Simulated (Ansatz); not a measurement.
Relaxation of BClFH$_{3}$O$_{2}$ (8 atoms, charge 0, multiplicity 1), to a largest force component of 0.03 eV/Å in at most 50 steps.

Computed with RKS PBE-D4/def2-SVP in Ansatz.

```xyz
8
Properties=species:S:1:pos:R:3
B -0.037 -0.404 -0.125
Cl 0.053 -0.836 1.674
O 1.099 -0.386 -0.862
H 1.893 -0.540 -0.324
O -1.245 -0.295 -0.726
H -1.982 -0.354 -0.095
F 0.037 2.031 0.544
H 0.101 1.715 1.418
```

**Question.** Where does it end, and by what steps?

**Answer.** It converged. After 6 steps the energy has fallen by 0.076 eV; F7 moved furthest, 0.28 Å.

| step | energy less start (eV) | largest force component (eV/Å) | accepted |
| --- | --- | --- | --- |
| 0 | 0.0000 | 0.359 | yes |
| 1 | -0.0282 | 1.366 | yes |
| 2 | -0.0553 | 0.776 | yes |
| 3 | -0.0322 | 0.852 | no |
| 4 | -0.0749 | 0.092 | yes |
| 5 | -0.0759 | 0.049 | yes |
| 6 | -0.0764 | 0.021 | yes |

```xyz
8
Properties=species:S:1:pos:R:3
B -0.046 -0.447 -0.153
Cl 0.050 -0.622 1.673
O 1.088 -0.472 -0.890
H 1.893 -0.530 -0.349
O -1.254 -0.388 -0.759
H -1.996 -0.387 -0.131
F 0.084 2.231 0.734
H 0.101 1.544 1.380
```

The run took 11 s on 2 threads of Arm Neoverse V2, with other jobs on the host, peak memory 0.15 GiB.
